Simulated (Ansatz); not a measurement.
Basis-set series for CH$_{5}$MoNO$_{2}$ (`[CH3][Mo]([NH2])(=[O])=[O]`). The species carries charge 0 and has multiplicity 1. Mo takes the def2 core potential. All single points use the PBE0-D4/def2-TZVP geometry. It is one conformer, not always the lowest.

```json
{"functional": "PBE0-D4", "basis": "def2-SVP", "functions": "112", "energy (Eh)": "-314.15549", "HOMO (eV)": "-8.56", "LUMO (eV)": "-1.98"}
{"functional": "PBE0-D4", "basis": "def2-QZVPP", "functions": "459", "energy (Eh)": "-314.49623", "HOMO (eV)": "-8.61", "LUMO (eV)": "-2.08"}
{"functional": "ωB97M-V", "basis": "def2-SVP", "functions": "112", "energy (Eh)": "-314.23401", "HOMO (eV)": "-10.91", "LUMO (eV)": "0.16"}
{"functional": "ωB97M-V", "basis": "def2-QZVPP", "functions": "459", "energy (Eh)": "-314.58447", "HOMO (eV)": "-10.96", "LUMO (eV)": "0.03"}
```

Give the rows for def2-TZVPP. (Estimate.)

Computed: 
```
functional       basis  functions  energy (Eh)  HOMO (eV)  LUMO (eV)
   PBE0-D4  def2-TZVPP        250   -314.47833      -8.58      -2.05
   ωB97M-V  def2-TZVPP        250   -314.56715     -10.94       0.08
```

Positive LUMOs are unbound and depend on the basis.
